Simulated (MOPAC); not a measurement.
A run for MOPAC: PM7 on AlAsH4 (SMILES [AlH2][AsH2]), a point of a torsion scan.

```
PM7 1SCF PRECISE CHARGE=0 THREADS=1
AlAsH4

Al    -0.85820340 1    -0.08422345 1    -0.04964250 1
As     1.52381653 1    -0.37965419 1    -0.03004831 1
H     -1.94680297 1    -1.07365992 1    -0.56320386 1
H     -1.55189012 1     1.24875299 1     0.37297846 1
H      1.31225841 1    -0.50153061 1    -1.53108470 1
H      1.44598859 1     1.12982337 1    -0.18797434 1
```

The log:

```
*******************************************************************************
 **                                                                           **
 **                              MOPAC v23.2.5                                **
 **                                                                           **
 *******************************************************************************
 ** MOPAC's Digital Object Identifier: https://doi.org/10.5281/zenodo.6511958 **
 **                                                                           **
 ** Please cite the open-source release paper for use of this MOPAC version:  **
 ** J. E. Moussa and J. J. P. Stewart (2026)                                  **
 ** MOPAC: An open-source semiempirical molecular orbital program             **
 ** J. Open Source Softw., 11(119), 8025, https://doi.org/10.21105/joss.08025 **
 *******************************************************************************

                              PM7 CALCULATION RESULTS

 *******************************************************************************
 *  PM7        - The PM7 Hamiltonian to be used
 *
 *
 *
 *                 CHARGE ON SYSTEM = 0
 *
 *
 *
 *  PRECISE    - TIGHTER CRITERIA TO BE USED
 *  1SCF       - DO 1 SCF AND THEN STOP
 *  THREADS=1  - MULTI-THREADING NOT USED
 *  T=         - A TIME OF 172800.0 SECONDS REQUESTED
 *  DUMP=N     - RESTART FILE WRITTEN EVERY 7200.0 SECONDS REQUESTED
 *******************************************************************************
PM7 1SCF PRECISE CHARGE=0 THREADS=1
 AlAsH4

   ATOM   CHEMICAL          X               Y               Z
  NUMBER   SYMBOL      (ANGSTROMS)     (ANGSTROMS)     (ANGSTROMS)

     1      Al         -0.85820340  *  -0.08422345  *  -0.04964250  *
     2      As          1.52381653  *  -0.37965419  *  -0.03004831  *
     3       H         -1.94680297  *  -1.07365992  *  -0.56320386  *
     4       H         -1.55189012  *   1.24875299  *   0.37297846  *
     5       H          1.31225841  *  -0.50153061  *  -1.53108470  *
     6       H          1.44598859  *   1.12982337  *  -0.18797434  *



          CARTESIAN COORDINATES

    NO.       ATOM           X           Y           Z

     1        Al         -0.8582     -0.0842     -0.0496
     2        As          1.5238     -0.3797     -0.0300
     3         H         -1.9468     -1.0737     -0.5632
     4         H         -1.5519      1.2488      0.3730
     5         H          1.3123     -0.5015     -1.5311
     6         H          1.4460      1.1298     -0.1880

 General Reference for PM7:
 "Optimization of Parameters for Semiempirical Methods VI: More Modifications to the
 NDDO Approximations and Re-optimization of Parameters", J. J. P. Stewart, J. Mol. Mod., 1:32, 19 (2013)
 https://link.springer.com/article/10.1007/s00894-012-1667-x

           Empirical Formula: H4 Al As  =     6 atoms



      MOLECULAR POINT GROUP   :   C1


      RHF CALCULATION, NO. OF DOUBLY OCCUPIED LEVELS = 6


 -------------------------------------------------------------------------------
 PM7 1SCF PRECISE CHARGE=0 THREADS=1
 AlAsH4



     1SCF WAS SPECIFIED, SO BFGS WAS NOT USED
     SCF FIELD WAS ACHIEVED


                              PM7 CALCULATION
                                                       MOPAC v23.2.5 Linux




          FINAL HEAT OF FORMATION =         60.93674 KCAL/MOL =     254.95931 KJ/MOL


          COSMO AREA              =        106.27 SQUARE ANGSTROMS
          COSMO VOLUME            =         94.85 CUBIC ANGSTROMS

          IONIZATION POTENTIAL    =          9.684920 EV
          HOMO LUMO ENERGIES (EV) =         -9.685 -2.270
          NO. OF FILLED LEVELS    =          6
          MOLECULAR WEIGHT        =        105.9347         POINT GROUP:  C1

          MOLECULAR DIMENSIONS (Angstroms)

            Atom       Atom       Distance
            H     6    H     3     4.06290
            H     5    H     4     3.64526
           As     2    H     5     1.23004


          SCF CALCULATIONS        =          1





   ATOM   CHEMICAL          X               Y               Z
  NUMBER   SYMBOL      (ANGSTROMS)     (ANGSTROMS)     (ANGSTROMS)

     1      Al         -0.85820340  *  -0.08422345  *  -0.04964250  *
     2      As          1.52381653  *  -0.37965419  *  -0.03004831  *
     3       H         -1.94680297  *  -1.07365992  *  -0.56320386  *
     4       H         -1.55189012  *   1.24875299  *   0.37297846  *
     5       H          1.31225841  *  -0.50153061  *  -1.53108470  *
     6       H          1.44598859  *   1.12982337  *  -0.18797434  *

                             CARTESIAN COORDINATES

   1   Al       -0.858203400    -0.084223450    -0.049642500
   2   As        1.523816530    -0.379654190    -0.030048310
   3    H       -1.946802970    -1.073659920    -0.563203860
   4    H       -1.551890120     1.248752990     0.372978460
   5    H        1.312258410    -0.501530610    -1.531084700
   6    H        1.445988590     1.129823370    -0.187974340


           Empirical Formula: H4 Al As  =     6 atoms



      MOLECULAR POINT GROUP   :   C1


                  EIGENVALUES
 -19.95598 -14.54481 -14.09748 -12.92008 -11.65137  -9.68492  -2.27009  -1.68379
  -1.44750  -1.41682  -1.31782  -1.21741   0.07160   2.64575   3.37890   3.43907
   3.68143  16.81986  17.36247  17.58769  19.18752  21.12704


              NET ATOMIC CHARGES AND DIPOLE CONTRIBUTIONS

  ATOM NO.   TYPE          CHARGE      No. of ELECS.   s-Pop       p-Pop       d-Pop
    1         Al           0.180052        2.8199     0.48385     1.75619     0.57991
    2         As          -0.309684        5.3097     1.58824     3.52061     0.20083
    3          H          -0.089499        1.0895     1.08950
    4          H          -0.091783        1.0918     1.09178
    5          H           0.152815        0.8472     0.84718
    6          H           0.158100        0.8419     0.84190
 DIPOLE           X         Y         Z       TOTAL
 POINT-CHG.     0.573     0.893    -1.187     1.592
 HYBRID         1.265    -0.272    -0.042     1.295
 SUM            1.839     0.621    -1.229     2.297


          ATOMIC ORBITAL ELECTRON POPULATIONS

     Atom    s        px        py        pz      x^2-y^2     xz        z^2       yz        xy
    1 Al   0.48385   0.82218   0.70293   0.23108   0.09363   0.08826   0.10124   0.06709   0.22968
    2 As   1.58824   1.42678   1.04617   1.04767   0.09618   0.00772   0.08697   0.00373   0.00624
    3  H   1.08950
    4  H   1.09178
    5  H   0.84718
    6  H   0.84190

 **********************
 *                    *
 * JOB ENDED NORMALLY *
 *                    *
 **********************




 == MOPAC DONE ==
```

The run finished.

Cost: very roughly 0.020 core-seconds.
